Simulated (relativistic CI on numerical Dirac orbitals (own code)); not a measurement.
**Hyperfine structure of Nd XXXI, mass number 145**

Calculated at this level of theory: Dirac-Coulomb-Breit CI, orbitals from a KLI potential per configuration, a model potential for QED, unscaled Slater integrals (own radial code, finite nucleus).

Configurations in the expansion (outside the closed core [Ar] 3d10): 4s2, 4s 4p, 4p2, 4s 4d, 4d2, 4s 4f, 4p 4d, 4f2, 4p 4f, 4d 4f, 4s 5s, 4s 5p, 4s 5d, 4s 5f, 4s 5g, 4s 6s. Levels of other configurations are missing.

Nuclear spin I = 7/2, μ = -0.656 μN, Q = -0.314 b (tables of Stone and Pyykkö). The electronic factors are computed for point nuclear moments, without core polarisation or the Bohr-Weisskopf and QED corrections.

| Level | E (eV) | A (MHz) | B (MHz) |
| --- | --- | --- | --- |
| 4s 4p 3P°_1 | 61.318 | -67020 | 4830 |
| 4s 4p 3P°_2 | 89.237 | -31070 | -15600 |
| 4s 4p 1P°_1 | 103.296 | 17020 | -12400 |
| 4p2 3P_1 | 160.191 | 2476 | -7780 |
| 4p2 1D_2 | 160.971 | -11580 | -14100 |
| 4p2 3P_2 | 190.968 | -5722 | 2370 |
| 4s 4d 3D_1 | 200.181 | 24660 | -1260 |
| 4s 4d 3D_2 | 202.324 | -16430 | -2230 |

Levels with J = 0, under 50 % of one LS term, or S terms without an open s electron are left out. Small factors come from cancelling terms and can be off by tens of per cent or more.

At this charge energies of transitions that change n are usually good to better than 1 %, and those within a shell (Δn = 0) to a few per cent.

Give the hyperfine levels of 4s 4p 3P°_1 relative to its centre of gravity.

With K = F(F + 1) − I(I + 1) − J(J + 1), E = AK/2 + B[¾K(K + 1) − I(I + 1)J(J + 1)]/[2I(2I − 1)J(2J − 1)]: F = 5/2: 304200, F = 7/2: 63570, F = 9/2: -233400 MHz.

LS names give the leading component of a level, which can be under half, so a name can repeat, a term be missing and a line seem to break the LS rules.
